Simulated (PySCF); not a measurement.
Computed shifts of a molecule C3H8OSe, PySCF with PBE/pcSseg-1, GIAO, gas phase, equivalent atoms averaged, in ppm (number of nuclei): ¹³C: 55.3 (1), 25.9 (2). ¹H: 2.96 (1), 1.98 (3), 1.83 (3), 1.63 (1). References: ⁷⁷Se against Me2Se (σ = 1634.8 ppm); ¹³C against TMS (σ = 182.0 ppm); ¹H against TMS (σ = 31.49 ppm); ¹⁷O against H2O (σ = 334.3 ppm), references at their B3LYP-D3(BJ)/def2-TZVP geometries, non-relativistic. The structure is a stationary point at PBE0-D3(BJ)/def2-SVP. Other conformers were not sampled.

Q: Pick the molecule that these values belong to.
A. CC(C)[Se]O
B. COCC[SeH]
C. C[C@@H]([SeH])CO
D. C[C@H](O)C[SeH]

A: A, CC(C)[Se]O
